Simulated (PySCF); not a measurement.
Electron correlation in N (nitrogen, neutral)

[He] 2s1 2p4, high-spin 4P determinant (an excited configuration). Calculation: PySCF 2.14, in def2-TZVPPD (6s3p3d1f, 37 functions); the non-relativistic Hamiltonian (point nucleus). Frozen: nothing; 7 electrons correlated.

```json
{"level": "CCSD", "correlation energy (mhartree)": "-131.49"}
{"level": "(T)", "correlation energy (mhartree)": "-4.55"}
{"level": "CCSD(T)", "correlation energy (mhartree)": "-136.04"}
```

Diagnostics: T1 = 0.017, D1 = 0.0502, largest double amplitude 0.138.

Question: Is a single reference adequate?

Answer: Mostly. T1 lies below 0.03, but a double amplitude of this size points to a near-degeneracy that CCSD handles and MP2 describes poorly.

This basis was not built for core-valence correlation, so the inner-shell part is incomplete.
